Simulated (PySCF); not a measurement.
**SMILES B[Si@@H]1C[C@]1(F)C(C)C, C5H12BFSi**

Geometry:
```
atom   x (Å)   y (Å)   z (Å)
  B1   2.466   0.360  -1.790
 Si2   1.853   1.063  -0.137
  C3   1.325  -0.123   1.289
  C4   0.147   0.445   0.580
  F5  -0.537   1.395   1.309
  C6  -0.797  -0.445  -0.194
  C7  -1.726  -1.188   0.771
  C8  -1.603   0.372  -1.203
  H9   2.189  -0.717  -2.156
 H10   3.137   1.010  -2.497
 H11   2.058   2.369   0.494
 H12   1.456   0.206   2.308
 H13   1.480  -1.185   1.168
 H14  -0.183  -1.175  -0.732
 H15  -2.391  -1.851   0.222
 H16  -2.327  -0.476   1.332
 H17  -1.146  -1.779   1.476
 H18  -0.937   0.864  -1.910
 H19  -2.183   1.133  -0.686
 H20  -2.286  -0.269  -1.755
```

Computed, not measured: TDDFT CAM-B3LYP/def2-SVPD circular dichroism and optical rotation, one conformer, gas phase (PySCF). Geometry: GFN2-xTB.

The molecule is flexible and this is one conformer; a measurement averages over conformers.

Stereocentres: Si2 R, C4 S.

What is the specific rotation at 633, 589.3, 546, 436, 405, 365, 355 nm?

[α] in deg dm⁻¹ (g/mL)⁻¹:
```csv
λ (nm),origin-invariant length gauge,modified velocity gauge,length gauge (centre of mass),isotropic polarisability (au)
633,+158.8,+192.2,+153.5,115.0
589.3,+201.2,+241.9,+194.3,116.3
546,+264.9,+315.7,+255.5,118.0
436,+747.1,+858.8,+716.6,127.6
405,+1203.8,+1360.3,+1151.0,134.5
365,+3129.2,+3427.6,+2970.8,156.9
355,+4528.4,+4907.6,+4285.4,170.7
```

The shortest wavelength is close to the first absorption, where this undamped response comes out too large.

And for the mirror image at 589.3 nm?

-201.2 deg dm⁻¹ (g/mL)⁻¹ (origin-invariant length gauge): the same size and the opposite sign.

What is the molar rotation [Φ] = [α]·M/100 of the geometry above at 589.3 nm?

With M = 130.04 g/mol, +261.6 deg cm² dmol⁻¹ (origin-invariant length gauge).

The first excitation lies at 3.84 eV (323 nm) with R = +20.2 × 10⁻⁴⁰ esu² cm² (velocity form).
